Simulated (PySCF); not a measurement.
## How methods differ on the excitation energy of I

I [Kr] 4d10 5s2 5p5 (2P) → I [Kr] 4d10 5s1 5p6 (2S), as a difference of total energies. All numbers are calculated (PySCF 2.14, scalar relativity by spin-free X2C-1e, in ANO-RCC-VTZP). Correlated levels: valence: [Kr] 4d10 frozen. The calculations carry no spin-orbit coupling.

| method | excitation energy (eV) |
| --- | --- |
| UHF | 12.720 |
| MP2 (valence) | 10.994 |
| SCS-MP2 (valence) | 10.801 |
| CCSD (valence) | 10.066 |
| CCSD(T) (valence) | 9.560 |

Problem. How much does correlation contribute at CCSD(T) (valence)?

Solution. 9.560 − (12.720) = -3.160 eV, measured against UHF.

A first-order spin-orbit estimate (lowest level to lowest level, LS coupling) adds 0.298 eV.

The upper state lies above the first ionisation limit, where it may autoionise and the basis confines it.

The coupled-cluster amplitudes are large for the upper state (T1 above 0.03 or a double amplitude above 0.15), so a single reference is strained.
